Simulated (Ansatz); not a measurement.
Reaction (ligand exchange at the Si–C bond): `C[SiH2][CH2][AlH][SH]` + `BS` → `BS[SiH2]C` + `[CH3][AlH][SH]`

Program: Ansatz. Geometries: PBE0-D4/def2-TZVP. ΔE: electronic, gas phase. CCSD(T)/CBS is the MP2 limit (def2-TZVPP, def2-QZVPP) plus CCSD(T) − MP2 in def2-TZVPP, frozen cores. This one scheme is used for every species. DFT in def2-TZVPP. One conformer a species, not always the lowest.

```json
{"level": "PBE0", "ΔE (kJ/mol)": "-46.2"}
{"level": "MP2/def2-TZVPP", "ΔE (kJ/mol)": "-43.0"}
{"level": "CCSD(T)/def2-TZVPP", "ΔE (kJ/mol)": "-39.6"}
{"level": "MP2/def2-QZVPP", "ΔE (kJ/mol)": "-44.5"}
```

Task: What does CCSD(T)/CBS give? (Best estimate.)

Result: The calculation gave: -42.3 kJ/mol. The listed levels differ from it by -3.9, -0.7, 2.7, -2.2 kJ/mol.

Largest T1 diagnostic among the species: 0.015.

The D4 term adds +5.8 kJ/mol with B3LYP and +3.7 kJ/mol with PBE0; it sums over pairs of atoms, weighted by their polarisabilities, and B3LYP, whose exchange is more repulsive, gets the larger term. In def2-TZVPP, CCSD(T) changes the Hartree–Fock value by +11.1 kJ/mol (the triples alone add +0.8 kJ/mol) and MP2 by +7.7 kJ/mol.

B3LYP here is the variant with VWN-RPA as its local correlation; programs differ in this.
